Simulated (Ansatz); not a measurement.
An input meant for Li₄F₅⁻ (charge -1, singlet).

```yaml
crystal:
  periodic: [false, false, false]
  atoms:
    - {symbol: Li, position_ang: [-3.097061, -0.328180, 1.004813]}
    - {symbol: Li, position_ang: [0.714631, 1.620493, 2.750969]}
    - {symbol: Li, position_ang: [3.154720, 0.089995, -0.865180]}
    - {symbol: Li, position_ang: [-0.657511, -1.856250, -2.612736]}
    - {symbol: F, position_ang: [3.727894, 2.414266, 1.493204]}
    - {symbol: F, position_ang: [-3.947556, -1.507448, -2.024845]}
    - {symbol: F, position_ang: [2.347264, -1.088894, -3.906751]}
    - {symbol: F, position_ang: [0.323468, -1.335290, 0.782779]}
    - {symbol: F, position_ang: [-2.565831, 1.991289, 3.377765]}
basis:
  gaussian: {orbitals: def2-TZVPP}
total_charge: -1
hamiltonian: {xc: {name: r2SCAN0}}
scf: {lower_state_search: off}
```

```sh
$ ansatz run in.yaml --threads 4 --pin off --events-out ev --progress --plain --max-ram 4787MiB
```

Output, abridged:

```
Functional definition: r2SCAN0
1360 factors; their error is unknown
mean field evaluation 1: about -14392.3020 eV, gradient 6.8e1 eV
mean field evaluation 2: about -14333.3603 eV, gradient 2.0e2 eV
mean field evaluation 4: about -14400.7039 eV, gradient 1.3e1 eV
mean field evaluation 8: about -14401.0215 eV, gradient 1.6e-1 eV
mean field evaluation 16: about -14401.0215 eV, gradient 9.7e-6 eV
mean field -14401.02152018 eV, -529.2277795037 hartree, gradient 9.7e-6 eV, S^2 0.000000; 0 other end points of the search recorded, 0 dependent functions left out
reference -14401.02155099 eV, -529.2277806359 hartree; 29, 29 occupied and 202, 202 virtual orbitals, 1360 factors
Total energy: -14401.02155099 eV, -529.2277806359 hartree
Checks for a lower state left out: stability, starts, cluster_reference, orbital_swaps, neighbouring_geometries, increment
```

Something in this input is off. What?

The coordinates are in bohr but typed as ångström. Self-consistency was reached. The result belongs to that input, not to the species as meant. The highest occupied level of an anion often lies above zero with these methods, and sets without diffuse functions describe the outer electron poorly.
